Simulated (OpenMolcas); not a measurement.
## Tb³⁺: effect of the IPEA shift

```
Program             : OpenMolcas 26.06
Basis               : ANO-RCC-VTZP [8s7p5d3f2g1h]
Scalar Hamiltonian  : DKH2, point nucleus
Active space        : 8 electrons in 7 orbitals (4f)
State averaging     : 2S+1 = 7 even, 7 roots; 2S+1 = 5 even, 140 roots (105 in the spin-orbit step); 2S+1 = 3 even, 259 roots kept (CI in the orbitals of an earlier block, 141 in the spin-orbit step); 2S+1 = 1 even, 121 roots kept (CI in the orbitals of an earlier block, 47 in the spin-orbit step)
Spin-orbit coupling : RASSI with atomic mean-field integrals over the reference wave functions, term energies averaged over their components
```

Methods on the same reference wave functions:
A. CASSCF
B. MS-CASPT2, IPEA 0 Eh, imaginary shift 0.1 Eh (closed shells correlated: 5s 5p)
C. MS-CASPT2, IPEA 0.25 Eh, imaginary shift 0.1 Eh (closed shells correlated: 5s 5p)

Energies in cm-1 above 4f8 7F6, the measured ground level; measured values from Martin, Zalubas and Hagan, Atomic Energy Levels: The Rare-Earth Elements, NSRDS-NBS 60 (1978).

```tsv
Level	A	B	C	Measured
4f8 7F6	0.0	0.0	0.0	0.0
4f8 7F5	2091	2130	2120	2052
4f8 7F4	3449	3420	3430	3314
4f8 7F3	4480	4440	4440	4292
4f8 7F2	5217	5160	5170	4978
4f8 7F1	5701	5630	5650	5432
4f8 7F0	5941	5870	5880	5654
4f8 5D4(1)	23572	19620	20480	
4f8 5D3(1)	29503	25590	26450	
4f8 5L10	30349	28540	29320	
4f8 5G6(1) [72 %]	31395	27390	28320	
4f8 5L9	31812	29960	30740	
4f8 5D2(1)	32053	27920	28810	
4f8 5G5(1)	32524	28480	29420	
4f8 5L8	32625	30700	31490	
4f8 5L7	32944	30900	31700	
4f8 5L6	33114	31080	31880	
4f8 5G4(1)	33324	29250	30200	
4f8 5G3(1)	33803	29670	30630	
4f8 5G2(1)	34095	29900	30870	
4f8 5D1(1)	34418	30360	31230	
4f8 5D0(1)	35296	31180	32060	
4f8 5H7(1)	36678	32970	33830	
4f8 5H6(1) [70 %]	38704	34890	35770
```

Deviations, from unrounded energies. A percentage is the sum of absolute deviations over the sum of measured energies, with the sign that they share, or ± where signs differ.

| Against measurement | Levels | A | B | C |
| --- | --- | --- | --- | --- |
| mean absolute deviation (cm-1) | 6 | 190 | 160 | 160 |
| fine structure of the ground term (%) | 6 | +4.5 | +3.6 | +3.8 |

B, C lie about equally close to measurement and A furthest from it. The largest miss of B in the table is 4f8 7F0, by +220 cm-1. The ranking rests on the paired levels alone, and a cruder setting can come out closer through cancelling errors.

Between B and C the level of the table that moves most is 4f8 5G2(1), by 970 cm-1 (lowest in B, highest in C). Moves below CASPT2's spread within the term are not significant.

The two smallest mean deviations differ by little beside CASPT2's spread within terms, so their order carries little weight.

From A to B the spin-free energies of the other terms of 4f8 shown, above 7F, scale by factors of 0.84 to 0.93, as is usual when dynamic correlation screens the repulsion within a d or f shell.

The lowest spin-free term lies below A's lowest term by 0.640 hartree in B, 0.630 hartree in C.

Term energies are means over components that CASPT2 splits; among the terms shown or strongly mixed into the levels shown the widest spread is 210 cm-1 (4f8 5I, B). High states are left out of the spin-orbit mixing, which shifts the levels that they would mix with. Without dynamic correlation excited terms often stand tens of per cent too high (terms of higher spin than the ground term too low), and those without a measured partner can miss by more than the paired ones (holds for A). Blocks of more than 70 roots (2S+1 = 5 even, 3 even) ran without multistate coupling (holds for B; C). Computed and measured levels are paired by configuration, term and J; levels that our copy of the source lacks, or whose pairing is in doubt (as where it misses far off the trend of its configuration), stay unpaired and out of the deviations. Levels of configurations outside the active space are missing. Levels that lie high or do not pair safely by name in every column are left out.

A share in square brackets marks a mixed level and gives the weight of the term that names it, the lowest over the columns. A number in round brackets counts repeated terms of one configuration in the order of the reference energies.
